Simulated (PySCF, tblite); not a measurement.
Species: C4H9NOSi.
Geometry (GFN2-xTB, Å), atoms numbered from 1 in this order:
```
atom  x, y, z in Å
C1     2.0820    0.8005    0.9238
N2     1.6889   -0.3709    0.7267
C3     0.7342   -0.7092   -0.2693
C4    -0.4939   -1.3351    0.4186
C5    -1.4149   -0.1833    0.8173
Si6   -1.0924    1.0636   -0.5881
O7     0.2978    0.3572   -1.0801
H8     1.7641    1.6704    0.3469
H9     2.7974    0.9635    1.7170
H10    1.2262   -1.4413   -0.9243
H11   -0.9976   -1.9770   -0.3051
H12   -0.1706   -1.9395    1.2652
H13   -1.1123    0.2216    1.7833
H14   -2.4427   -0.5228    0.9151
H15   -2.0366    0.9897   -1.6957
H16   -0.8374    2.4213   -0.1132
```

The calculation used wB97X-D/def2-SVPD in PySCF (dipole) on a GFN2-xTB geometry, gas phase.

Masses are those of the commonest isotopes; rigid-rotor values at the optimised geometry. The values belong to one conformer with, in the numbering `[CH2:1]=[N:2][C@H:3]1[CH2:4][CH2:5][SiH2:6][O:7]1`, C1–N2–C3–C4 -119°, N2–C3–C4–C5 87°, C3–C4–C5–Si6 33°, C4–C5–Si6–O7 -17°, C5–Si6–O7–C3 -5°.

Problem. What are A, B and C (MHz)?

Solution. Ia = 145.12, Ib = 247.79, Ic = 297.81 u·Å²; 505379 MHz·u·Å²/I gives A = 3483, B = 2040, C = 1697 MHz.

Problem. What kind of rotor is it?

Solution. An asymmetric top; Ray's κ = -0.616.

Problem. What does the inertial defect say?

Solution. Not planar: Δ = Ic − Ia − Ib = -95.09 u·Å². For a rigid frame Δ = −2 Σ m c², so Σ m c² = 47.54 u·Å² lies off the ab plane: 12.39 from hydrogen and 35.15 from heavier atoms. The atom farthest from that plane is 1.81 Å away.

Problem. Give the other two planar moments, Paa and Pbb, and the rms extents of the mass along the axes.

Solution. Paa = Σ m a² = (Ib + Ic − Ia)/2 = 200.24 and Pbb = Σ m b² = (Ia + Ic − Ib)/2 = 97.57 u·Å². With the mass M = 115.05 u, the rms extents √(P/M) along a, b and c are 1.32, 0.92, 0.64 Å.

Problem. List the rotational levels J(Ka,Kc) to J = 2 (cm⁻¹).

Solution. Above 0(0,0):
J = 1: 1(0,1) 0.1246, 1(1,1) 0.1728, 1(1,0) 0.1842
J = 2: 2(0,2) 0.3721, 2(1,2) 0.4106, 2(1,1) 0.4449, 2(2,1) 0.5893, 2(2,0) 0.5911

Problem. Which lines would a microwave search look for?

Solution. The dipole components are |μa| = 0.92 D, |μb| = 0.09 D, |μc| = 0.94 D. The squared components, which scale the intensities, stand as 0.96 : 0.01 : 1.00 (a : b : c). Some lines, for components of 0.1 D or more:

| type | branch | J(Ka,Kc) | MHz | lower level (cm⁻¹) |
| --- | --- | --- | --- | --- |
| a | Q | 1(1,0) ← 1(1,1) | 343 | 0.173 |
| c | Q | 3(1,3) ← 3(0,3) | 817 | 0.739 |
| a | Q | 2(1,1) ← 2(1,2) | 1028 | 0.411 |
| c | Q | 2(1,2) ← 2(0,2) | 1154 | 0.372 |
| c | Q | 1(1,1) ← 1(0,1) | 1443 | 0.125 |
| a | Q | 3(1,2) ← 3(1,3) | 2050 | 0.766 |
| a | R | 1(0,1) ← 0(0,0) | 3737 | 0.000 |
| c | Q | 3(2,2) ← 3(1,2) | 3852 | 0.835 |
| c | Q | 2(2,1) ← 2(1,1) | 4329 | 0.445 |
| c | R | 1(1,0) ← 0(0,0) | 5522 | 0.000 |
| a | R | 2(1,2) ← 1(1,1) | 7130 | 0.173 |
| a | R | 2(0,2) ← 1(0,1) | 7419 | 0.125 |
| a | R | 2(1,1) ← 1(1,0) | 7816 | 0.184 |
| c | Q | 3(3,1) ← 3(2,1) | 7841 | 0.972 |
| c | R | 2(1,1) ← 1(0,1) | 9601 | 0.125 |
| a | R | 3(1,3) ← 2(1,2) | 10664 | 0.411 |
| a | R | 3(0,3) ← 2(0,2) | 11002 | 0.372 |
| a | R | 3(2,2) ← 2(2,1) | 11210 | 0.589 |
| a | R | 3(2,1) ← 2(2,0) | 11418 | 0.591 |
| a | R | 3(1,2) ← 2(1,1) | 11687 | 0.445 |
| c | R | 2(2,0) ← 1(1,0) | 12199 | 0.184 |
| c | R | 2(2,1) ← 1(1,1) | 12487 | 0.173 |
| c | R | 3(1,2) ← 2(0,2) | 13869 | 0.372 |
| c | R | 3(2,1) ← 2(1,1) | 15801 | 0.445 |
| c | R | 3(2,2) ← 2(1,2) | 16567 | 0.411 |
| c | R | 3(3,0) ← 2(2,0) | 19264 | 0.591 |
| c | R | 3(3,1) ← 2(2,1) | 19313 | 0.589 |

Problem. Estimate the classical rotational partition function at 10 K, 25 K and 298.15 K.

Solution. Point group C1, symmetry number σ = 1; q = (√π/σ)·√((kT/h)³/(ABC)), k/h = 20836.6 MHz/K: 1540 at 10 K, 6070 at 25 K, 250000 at 298.15 K.

Its GFN2-xTB frequencies are all real (lowest 95 cm⁻¹). These are rigid-rotor constants of the computed structure; measured ground-state constants (B0) also hold zero-point vibration. Quadrupole hyperfine structure (14N) is left out.
